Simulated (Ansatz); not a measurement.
One geometry of PbCl2⁺, several levels of theory.

```yaml
crystal:
  periodic: [false, false, false]
  atoms:
    - {symbol: Pb, position_ang: [0.221540, 0.946709, 0.422781]}
    - {symbol: Cl, position_ang: [-1.418309, 0.315791, -1.293263]}
    - {symbol: Cl, position_ang: [1.196769, -1.262500, 0.870492]}
basis:
  gaussian: {orbitals: def2-TZVP, initial_orbitals: start.molden}
total_charge: 1
magnetization: {spin_polarized: true, initial_magnetization: 1}
hamiltonian: {xc: r2scan, dispersion: d4}
scf: {omitted_lower_state_checks: [starts]}
output: {orbitals: {seedname: orbitals}}
```

The file start.molden holds the orbitals of an earlier run on this structure, at another level or in another basis.

```sh
$ ansatz run in.yaml --threads 4 --pin off --events-out ev --progress --plain --max-ram 3916MiB
```

It prints (some lines left out):

```
Functional definition: r2SCAN
894 factors; their error is unknown
mean field evaluation 1: about -30288.3428 eV, gradient 6.3e0 eV
mean field evaluation 2: about -30288.3792 eV, gradient 9.9e-2 eV
mean field evaluation 4: about -30288.3759 eV, gradient 4.7e-3 eV
mean field evaluation 8: about -30288.3759 eV, gradient 8.0e-5 eV
mean field -30288.37592930 eV, -1113.0772852030 hartree, gradient 1.1e-5 eV, S^2 0.758263; 0 other end points of the search recorded, 0 dependent functions left out
reference -30288.37593993 eV, -1113.0772855939 hartree; 28, 27 occupied and 96, 97 virtual orbitals, 894 factors
Total energy: -30288.39380432 eV, -1113.0779420979 hartree
Checks for a lower state left out: starts
```

Run time 4 s (4 threads of Arm Neoverse V2 on a shared host).

The first input with `gaussian: {orbitals: def2-TZVP}`, `hamiltonian: {xc: pbe0, dispersion: d4}` and without the key `scf` (abridged; 3.7 s):

```
Functional definition: PBE0
mean field evaluation 16: about -30279.2045 eV, gradient 1.8e-3 eV
mean field evaluation 32: about -30278.8900 eV, gradient 4.5e0 eV
mean field -30279.20451891 eV, -1112.7402420878 hartree, gradient 1.7e-5 eV, S^2 0.762727; 4 other end points of the search recorded, 0 dependent functions left out
Total energy: -30279.28244378 eV, -1112.7431057741 hartree
```

First input, but with `hamiltonian: {xc: pbe, dispersion: d4}` (abridged; 1.5 s):

```
Functional definition: PBE
mean field -30278.44726675 eV, -1112.7124135845 hartree, gradient 1.4e-5 eV, S^2 0.753248
Total energy: -30278.53809875 eV, -1112.7157515989 hartree
Checks for a lower state left out: starts
```

The first input with `gaussian: {orbitals: def2-TZVPP, initial_orbitals: start.molden}`, `correlation: {method: ccsd_t}`, `scf: {omitted_lower_state_checks: [starts, cluster_reference]}` and without the key `hamiltonian` (abridged; 21 s):

```
Functional definition: HF
mean field evaluation 16: about -30221.4878 eV, gradient 1.2e-5 eV
mean field -30221.48782211 eV, -1110.6191926023 hartree, gradient 5.6e-6 eV, S^2 0.813753
14 core orbitals not correlated: weight in the atoms' cores, before any rotation towards them, 1.000 or more for the frozen orbitals, at most 0.000 for the correlated occupied ones
second order -19.95509119 eV of doubles, -0.00000000 eV of singles
cycle   1  -19.55324643 eV  change    4.0e-1 eV  update   1.2e-1
cycle   2  -20.07073578 eV  change   -5.2e-1 eV  update   4.1e-2
cycle   3  -20.20833190 eV  change   -1.4e-1 eV  update   3.8e-2
cycle   4  -20.21109296 eV  change   -2.8e-3 eV  update   2.2e-2
cycle   5  -20.20968227 eV  change    1.4e-3 eV  update   1.7e-2
cycle   6  -20.23089360 eV  change   -2.1e-2 eV  update   1.1e-2
cycle   7  -20.23936215 eV  change   -8.5e-3 eV  update   6.7e-3
cycle   8  -20.24164841 eV  change   -2.3e-3 eV  update   3.4e-3
cycle   9  -20.24226663 eV  change   -6.2e-4 eV  update   2.6e-3
cycle  10  -20.24237732 eV  change   -1.1e-4 eV  update   2.3e-3
cycle  11  -20.24201971 eV  change    3.6e-4 eV  update   2.1e-3
cycle  12  -20.24518564 eV  change   -3.2e-3 eV  update   1.6e-3
cycle  13  -20.24498088 eV  change    2.0e-4 eV  update   8.4e-4
cycle  14  -20.24544177 eV  change   -4.6e-4 eV  update   3.7e-4
cycle  15  -20.24509093 eV  change    3.5e-4 eV  update   2.3e-4
cycle  16  -20.24517178 eV  change   -8.1e-5 eV  update   1.6e-4
cycle  17  -20.24513018 eV  change    4.2e-5 eV  update   1.2e-4
cycle  18  -20.24521159 eV  change   -8.1e-5 eV  update   8.2e-5
cycle  19  -20.24519978 eV  change    1.2e-5 eV  update   4.5e-5
cycle  20  -20.24518858 eV  change    1.1e-5 eV  update   1.8e-5
perturbative correction -0.79234443 eV, -0.0291181208 hartree
Total energy: -30242.52535512 eV, -1111.3923076806 hartree
Checks for a lower state left out: starts, cluster_reference
```

Geometry: PBE0-D4/def2-TZVP, that of the neutral singlet.

In the def2 sets Pb takes a core potential; there is no spin–orbit coupling. Correlated methods freeze 14 core orbitals; core or outer-core shells of Pb are correlated, in sets that lack core-valence functions. The structure comes from a short search, and lower isomers may exist.
